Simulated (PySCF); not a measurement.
# Tc⁺: excitation energy

Tc⁺ [Kr] 4d5 5s1 (7S) → Tc⁺ [Kr] 4d4 5s2 (5D), as a difference of total energies. Calculation: PySCF 2.14, in def2-QZVPPD with the def2 core potential (28 electrons) (7s5p4d4f2g, 88 functions); a scalar-relativistic core potential. Correlated levels: valence: 4s2 4p6 frozen; valence and next inner shell: nothing frozen outside the core potential. The calculations carry no spin-orbit coupling.

```csv
method,excitation energy (eV)
UHF,6.442
LDA,5.558
PBE,5.823
PBE0,5.997
r2SCAN,6.392
PBEsol,5.894
CAM-B3LYP,5.247
M06,5.132
r2SCAN0,6.332
MP2 (valence),5.888
SCS-MP2 (valence),5.103
MP2 (valence and next inner shell),5.800
SCS-MP2 (valence and next inner shell),5.262
```

How much does correlation contribute at MP2 (valence and next inner shell)?

5.800 − (6.442) = -0.642 eV, measured against UHF.
